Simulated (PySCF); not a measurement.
Compound: Nb(NEt)Cl3, C2H5Cl3NNb (singlet state).
Bonds: Nb1–N2, Nb1–Cl10, Nb1–Cl11, Nb1–Cl12, N2–C3, C3–C4. Hydrogens: H5, H6 on C3; H7, H8, H9 on C4.

Method: PySCF 2.14.0, PBE0-D3(BJ)/def2-SVP geometry optimisation, gas phase, def2 core potentials past Kr.

(1) What internal coordinates does the optimisation give?

Results:

(1) 
```csv
bond,length (bohr)
Nb1–N2,3.246
"Nb1–Cl10, Nb1–Cl11, Nb1–Cl12",4.343
N2–C3,2.686
C3–C4,2.874
"C3–H5, C3–H6",2.087
"C4–H7, C4–H8, C4–H9",2.078
```

Bonds in one row agree within 0.02 bohr and their mean is given. A selection of angles:
```csv
angle,degrees
N2–Nb1–Cl10,106.4
Cl10–Nb1–Cl11,113.8
Cl11–Nb1–Cl12,112.3
Nb1–N2–C3,173.8
N2–C3–C4,111.2
N2–C3–H5,108.5
C4–C3–H5,110.9
H5–C3–H6,106.7
C3–C4–H7,110.5
H7–C4–H8,108.6
H8–C4–H9,108.1
```

All 3 Cl–Nb bonds measure 2.297 to 2.300 Å. Nb1 (niobium bonded to 3 Cl and N) is distorted tetrahedral (angles from 104.7° to 113.8°).

Point group: Cs (every atom within 0.08 Å of its image). Stationary, but not proved a minimum.
